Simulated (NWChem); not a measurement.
System: Si$_{4}$H$_{9}$, doublet; SMILES [Si]([SiH3])([SiH3])[SiH3]

The following NWChem deck was run.

```
start job
memory heap 200 mb stack 900 mb global 1100 mb
geometry units angstroms noautoz
  Si     0.454453     2.240217     0.077780
  Si     0.000000     0.000000    -0.394971
  Si     1.712858    -1.513676     0.077780
  Si    -2.167311    -0.726541     0.077780
  H      1.772791     2.620598    -0.516826
  H      0.510321     2.494006     1.553356
  H     -0.615875     3.103754    -0.509620
  H      2.995867    -1.018514    -0.509620
  H      1.383109    -2.845581    -0.516826
  H      1.904712    -1.688954     1.553356
  H     -2.415033    -0.805052     1.553356
  H     -2.379992    -2.085240    -0.509620
  H     -3.155900     0.224983    -0.516826
end
basis spherical
  * library aug-pcseg-1
end
dft
  odft
  mult 2
  xc b3lyp
  iterations 150
  semidirect filesize 400000000
  mulliken
end
task dft energy
```

In the optimisation the excess spin sits in a (C3, its own frame). Geometry: optimised at PBE0/def2-SVP, spin-unrestricted. No stability test was run on the SCF state. B3LYP is NWChem's, with the RPA form of VWN correlation.

Question: What results follow from this input? (B3LYP/aug-pcseg-1, spin-unrestricted.) Quantities: basis functions; energy (Ha); highest occupied level (eV); lowest empty minus highest occupied level, either spin (eV); <S²>.

Answer: The number of basis functions comes out as 189. The energy (Ha) comes out as -1163.38. The highest occupied level (eV) comes out as -5.79. The lowest empty minus highest occupied level, either spin (eV) is 2.56 and the <S²> is 0.753.
